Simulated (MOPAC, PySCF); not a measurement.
C$_{2}$H$_{3}$BO$_{2}$, SMILES `C#CB(O)O` (O–B–O–H torsion -180°, O–B–O–H torsion 0°), neutral singlet in the gas phase. 

Cartesian coordinates (Å):
```xyz
8

C      2.1101    -0.1996    -0.4522
C      0.9086    -0.1796    -0.3740
B     -0.6200    -0.0879    -0.2643
O     -1.2475     1.1073    -0.0391
O     -1.3668    -1.2153    -0.3930
H      3.1706    -0.2338    -0.5238
H     -0.6432     1.8514     0.0388
H     -2.3118    -1.0426    -0.3071
```
Charge 0, spin multiplicity 1.

All levels are single points at this geometry (B3LYP-D3(BJ)/def2-TZVP); Pople sets use spherical d functions. Orbital energies aren't observables, and empty levels follow the basis.

```
level                            HOMO (eV)  LUMO (eV)  gap (eV)  dipole (D)  vertical IE, Delta-SCF (eV)
-------------------------------  ---------  ---------  --------  ----------  ---------------------------
ωB97X-D3(BJ)/def2-TZVP in PySCF     -10.83       1.67     12.50        1.52                        10.98
M06-2X/6-31G* in PySCF               -9.26       0.96     10.22        1.63                            –
PBE/6-31G* in PySCF                  -6.58      -0.95      5.63        1.54                            –
AM1 in MOPAC                        -11.38       1.30     12.68        1.44                            –
PM6 in MOPAC                        -11.30       0.71     12.01        1.50                            –
PM7 in MOPAC                        -11.19      -0.33     10.86        1.40                            –
```
